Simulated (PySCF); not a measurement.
## Correlation energy of Sn⁺ (tin, charge +1)

[Kr] 4d10 5s2 5p1, 2P determinant. All numbers are calculated (PySCF 2.14, a scalar-relativistic core potential, in aug-cc-pVDZ-PP with ECP28MDF (5s4p3d, 32 functions)). Frozen: 4s2 4p6 4d10; 3 electrons correlated.

MP2 pair energies summed by pair of shells (mhartree):

```
 pair  energy  share (%)
5s-5s  -15.92       59.2
5s-5p  -10.96       40.8
```

Total MP2 correlation energy: -26.88 mhartree.

Same-spin part -1.89 and opposite-spin part -25.00 mhartree; SCS-MP2 scales them by 1/3 and 6/5 to -30.62 mhartree.

```tsv
level	correlation energy (mhartree)
CCSD	-40.07
(T)	-0.39
CCSD(T)	-40.46
```

Diagnostics: T1 = 0.0098, D1 = 0.0237, largest double amplitude 0.095.

Cost of the coupled-cluster step: 0.16 s of wall time on 1 thread of Intel(R) Xeon(R) CPU @ 2.60GHz (shared host), for 3 correlated electrons.
